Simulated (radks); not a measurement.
The numbers below are computed, except where a source is named.
Problem. Mean orbital radii <r> (bohr) of neutral selenium, [Ar] 3d10 4s2 4p4, of relativity; Dirac values are averaged over j with weights 2j + 1. Spin-unpolarised spherical Kohn-Sham, BLYP, point nucleus unless stated (finite: rms radius 4.14 fm), a radial shooting solver on a logarithmic mesh with Libxc functionals. A level marked "c x" has the speed of light scaled by that factor and shares open shells by 2j + 1; other Dirac levels either fill j = l - 1/2 first or share by 2j + 1.

shell  non-rel.
1s      0.04499
2s       0.2000
2p       0.1728
3s       0.5853
3p       0.5945
3d       0.6283
4s        1.822
4p        2.317

Give the values at the level "Dirac, c x 0.85".

Solution. 
shell  Dirac, c x 0.85  change of magnitude (%)
1s             0.04372                    -2.83
2s              0.1940                    -3.01
2p              0.1703                    -1.41
3s              0.5697                    -2.65
3p              0.5878                    -1.13
3d              0.6322                    +0.62
4s               1.777                    -2.47
4p               2.310                    -0.29
